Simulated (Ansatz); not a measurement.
C2H6BClO2, SMILES `COB(Cl)OC`. The species carries charge 0 and has multiplicity 1. The geometry is a stationary point of PBE0-D4/def2-TZVP. It is one conformer, not always the lowest.

```xyz
12

C    -0.547   -1.668    1.088
O    -0.290   -0.583    0.218
B     0.596    0.399    0.491
Cl    1.536    0.415    1.994
O     0.800    1.409   -0.374
C     0.079    1.457   -1.594
H     0.360   -2.250    1.266
H    -1.293   -2.299    0.606
H    -0.934   -1.318    2.047
H     0.411    2.345   -2.130
H     0.277    0.570   -2.200
H    -0.996    1.523   -1.411
```

Q: What is the dipole moment at ωB97M-V/def2-TZVPP? (Estimate.)

A: The calculation gave: 2.32 D, with components (-1.61, -1.28, -1.08) D in this frame, pointing from negative to positive charge.

Q: And with PBE, r2SCAN, B3LYP? (Estimate.)

A: Computed: PBE 2.27 D, r2SCAN 2.33 D, B3LYP 2.32 D.

Q: Give the Mulliken charges with ωB97M-V, PBE, B3LYP in def2-TZVPP. (Best estimate.)

A: Computed: 
```
atom  ωB97M-V    PBE  B3LYP
  C1    -0.18  -0.14  -0.12
  O2    -0.29  -0.23  -0.30
  B3     0.34   0.27   0.35
 Cl4    -0.17  -0.20  -0.21
  O5    -0.27  -0.21  -0.27
  C6    -0.18  -0.14  -0.12
  H7     0.13   0.11   0.11
  H8     0.13   0.11   0.12
  H9     0.13   0.11   0.11
 H10     0.13   0.12   0.12
 H11     0.12   0.10   0.10
 H12     0.12   0.10   0.10
```

B3LYP here is the variant with VWN-RPA as its local correlation; programs differ in this.
